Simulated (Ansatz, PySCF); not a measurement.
Pair of molecules: CH4 (SMILES C) (first 5 atoms) with N2 (SMILES N#N); geometry from B3LYP-D3(BJ)/def2-TZVP, rigid monomers moved along the line of their centres of mass till C1···N6 is 4.16 Å.
(charge 0, multiplicity 1):
```xyz
7

C      0.0247    -0.0491    -0.0808
H      0.9642     0.3952     0.2449
H     -0.0788    -1.0406     0.3579
H     -0.8043     0.5791     0.2420
H      0.0184    -0.1295    -1.1668
N      0.0570    -0.3805     4.0612
N     -0.2074     0.6772     4.0256
```

Counterpoise-corrected where a basis set is named; no monomer relaxation.

Correlated levels freeze the cores. CBS: X⁻³ extrapolation of the correlation energy, Hartree–Fock from the larger set.

Codes used: Ansatz (Gaussian orbitals); PySCF for the dispersion terms. Values without a source in brackets are computed.

PBE/def2-TZVPPD gives -0.7 kJ/mol for the interaction energy.

Question: How do the other levels lie against it? Give each less PBE: PBE-D3(BJ)/def2-TZVPPD, r2SCAN/def2-TZVPPD, PBE0/def2-TZVPPD, wB97M-V/def2-TZVPPD, MP2/CBS(aug-cc-pVDZ, aug-cc-pVTZ), CCSD(T)/CBS(aug-cc-pVDZ, aug-cc-pVTZ).

Answer: PBE-D3(BJ)/def2-TZVPPD -1.2; r2SCAN/def2-TZVPPD -0.1; PBE0/def2-TZVPPD 0.2; wB97M-V/def2-TZVPPD -0.5; MP2/CBS(aug-cc-pVDZ, aug-cc-pVTZ) -0.7; CCSD(T)/CBS(aug-cc-pVDZ, aug-cc-pVTZ) -0.6 kJ/mol. 1 of 6 lie above PBE; the widest gap is to PBE-D3(BJ)/def2-TZVPPD.

Ansatz is a first-principles code.
